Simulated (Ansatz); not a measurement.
An input meant for `COc1ccc(-c2ccc(-c3ccc(-c4ccc(-c5ccc(-c6ccc(C(F)=C(F)F)cc6)cc5)cc4)cc3)cc2)cc1` with charge +1 (charge 1, doublet).

```yaml
crystal:
  periodic: [false, false, false]
  atoms:
    - {symbol: C, position_ang: [14.464430, 0.048455, 0.258172]}
    - {symbol: O, position_ang: [13.615537, 1.138820, -0.044234]}
    - {symbol: C, position_ang: [12.270321, 0.934871, -0.030193]}
    - {symbol: C, position_ang: [11.468049, 2.057170, -0.332950]}
    - {symbol: C, position_ang: [10.078381, 1.947883, -0.340358]}
    - {symbol: C, position_ang: [9.429592, 0.721498, -0.051368]}
    - {symbol: C, position_ang: [7.952701, 0.612075, -0.055977]}
    - {symbol: C, position_ang: [7.302115, -0.576855, -0.460621]}
    - {symbol: C, position_ang: [5.908368, -0.680643, -0.459076]}
    - {symbol: C, position_ang: [5.089844, 0.399238, -0.053666]}
    - {symbol: C, position_ang: [3.612654, 0.288977, -0.048997]}
    - {symbol: C, position_ang: [2.966805, -0.946463, 0.190799]}
    - {symbol: C, position_ang: [1.573138, -1.050305, 0.196723]}
    - {symbol: C, position_ang: [0.750883, 0.076993, -0.033128]}
    - {symbol: C, position_ang: [-0.726217, -0.031116, -0.023680]}
    - {symbol: C, position_ang: [-1.381510, -1.203654, -0.466320]}
    - {symbol: C, position_ang: [-2.775464, -1.303723, -0.459862]}
    - {symbol: C, position_ang: [-3.587527, -0.237132, -0.009004]}
    - {symbol: C, position_ang: [-5.065042, -0.341437, -0.004653]}
    - {symbol: C, position_ang: [-5.882669, 0.794627, -0.207929]}
    - {symbol: C, position_ang: [-7.276540, 0.697149, -0.206523]}
    - {symbol: C, position_ang: [-7.926837, -0.542135, -0.002253]}
    - {symbol: C, position_ang: [-9.403579, -0.645379, -0.005061]}
    - {symbol: C, position_ang: [-10.059979, -1.811069, -0.461491]}
    - {symbol: C, position_ang: [-11.453036, -1.907661, -0.470813]}
    - {symbol: C, position_ang: [-12.259358, -0.834955, -0.019933]}
    - {symbol: C, position_ang: [-13.711612, -0.997989, -0.058233]}
    - {symbol: F, position_ang: [-14.162326, -2.219546, -0.432443]}
    - {symbol: C, position_ang: [-14.679606, -0.085201, 0.211104]}
    - {symbol: F, position_ang: [-14.448086, 1.167902, 0.579339]}
    - {symbol: F, position_ang: [-15.972171, -0.348821, 0.135903]}
    - {symbol: C, position_ang: [-11.609928, 0.335571, 0.445175]}
    - {symbol: C, position_ang: [-10.216871, 0.420419, 0.448383]}
    - {symbol: C, position_ang: [-7.109686, -1.678502, 0.201285]}
    - {symbol: C, position_ang: [-5.715743, -1.580404, 0.200636]}
    - {symbol: C, position_ang: [-2.931916, 0.934329, 0.436226]}
    - {symbol: C, position_ang: [-1.538158, 1.035016, 0.428321]}
    - {symbol: C, position_ang: [1.395662, 1.312652, -0.272332]}
    - {symbol: C, position_ang: [2.789292, 1.415292, -0.281943]}
    - {symbol: C, position_ang: [5.740258, 1.588801, 0.348986]}
    - {symbol: C, position_ang: [7.133975, 1.692527, 0.347684]}
    - {symbol: C, position_ang: [10.248091, -0.388583, 0.245534]}
    - {symbol: C, position_ang: [11.647202, -0.296479, 0.260183]}
    - {symbol: H, position_ang: [14.341819, -0.789183, -0.465712]}
    - {symbol: H, position_ang: [14.289558, -0.342654, 1.286304]}
    - {symbol: H, position_ang: [15.500605, 0.429409, 0.192168]}
    - {symbol: H, position_ang: [11.969483, 3.007079, -0.569662]}
    - {symbol: H, position_ang: [9.475086, 2.829915, -0.604007]}
    - {symbol: H, position_ang: [7.903805, -1.425590, -0.820002]}
    - {symbol: H, position_ang: [5.440175, -1.609844, -0.817924]}
    - {symbol: H, position_ang: [3.571467, -1.838112, 0.415209]}
    - {symbol: H, position_ang: [1.108059, -2.021548, 0.424230]}
    - {symbol: H, position_ang: [-0.784850, -2.039869, -0.861250]}
    - {symbol: H, position_ang: [-3.249227, -2.217029, -0.850555]}
    - {symbol: H, position_ang: [-5.413856, 1.769312, -0.410858]}
    - {symbol: H, position_ang: [-7.877200, 1.597077, -0.407743]}
    - {symbol: H, position_ang: [-9.465143, -2.652352, -0.847948]}
    - {symbol: H, position_ang: [-11.936380, -2.821786, -0.841871]}
    - {symbol: H, position_ang: [-12.197578, 1.182924, 0.820752]}
    - {symbol: H, position_ang: [-9.743043, 1.331346, 0.844054]}
    - {symbol: H, position_ang: [-7.578688, -2.653632, 0.402003]}
    - {symbol: H, position_ang: [-5.115025, -2.480273, 0.401583]}
    - {symbol: H, position_ang: [-3.527633, 1.770657, 0.832305]}
    - {symbol: H, position_ang: [-1.063433, 1.948349, 0.817729]}
    - {symbol: H, position_ang: [0.790101, 2.204448, -0.494337]}
    - {symbol: H, position_ang: [3.253409, 2.386144, -0.512384]}
    - {symbol: H, position_ang: [5.140595, 2.438828, 0.708363]}
    - {symbol: H, position_ang: [7.603647, 2.621502, 0.705340]}
    - {symbol: H, position_ang: [9.780074, -1.351228, 0.502350]}
    - {symbol: H, position_ang: [12.240773, -1.186092, 0.510431]}
basis:
  gaussian: {orbitals: 6-31G, fitting: {mean_field: def2-universal-jkfit}}
total_charge: 1
magnetization: {spin_polarized: true, initial_magnetization: 1}
hamiltonian: {xc: {name: HF}}
correlation: {active_space: {window: {electrons: 3, orbitals: 2}}}
scf: {omitted_lower_state_checks: [starts]}
```

```sh
$ ansatz run in.yaml --threads 2 --pin off --events-out ev --progress --plain --max-ram 32768MiB --backend cuda --devices 0, --max-vram 18GiB
```

Output, abridged:

```
Error: invalid value for `correlation.active_space`: it starts from restricted Hartree–Fock orbitals; set hamiltonian.xc: hf without magnetization.spin_polarized
```
